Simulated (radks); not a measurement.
Q: Ir XXVII, configuration [Kr] 4d10 4f5. Method: Dirac Kohn-Sham, PBE, spin-unpolarised, spherical densities, point nucleus; open shells are shared between the two j in proportion to 2j + 1; computed with a radial shooting solver on a logarithmic mesh with Libxc functionals. Some entries of the table are withheld. Estimate them.

orbital,occ.,eigenvalue (hartree),<r^2> (bohr^2)
1s1/2,2,-2824.353,0.0004193
2s1/2,2,-519.0009,0.006359
2p1/2,2,-498.3625,0.004518
2p3/2,4,-438.5563,0.005712
3s1/2,2,-144.8726,0.04119
3p1/2,2,-135.6742,0.03766
3p3/2,4,-122.5167,0.04402
3d3/2,4,-107.2169,0.03389
3d5/2,6,-104.3768,0.03563
4s1/2,2,-52.96892,0.1873
4p1/2,2,-49.04173,0.1888
4p3/2,4,-45.55977,0.2148
4d3/2,4,-39.12012,0.2158
4d5/2,6,-38.42483,0.2238
4f5/2,2.14286,(1),0.2100
4f7/2,2.85714,(2),0.2133
5s1/2,0,-26.30886,0.6582
5p1/2,0,-24.64049,(3)
5p3/2,0,-23.47411,(4)

A: 
(1) 4f5/2 eigenvalue (hartree): -30.32871
(2) 4f7/2 eigenvalue (hartree): -30.15567
(3) 5p1/2 <r^2> (bohr^2): 0.6910
(4) 5p3/2 <r^2> (bohr^2): 0.7602
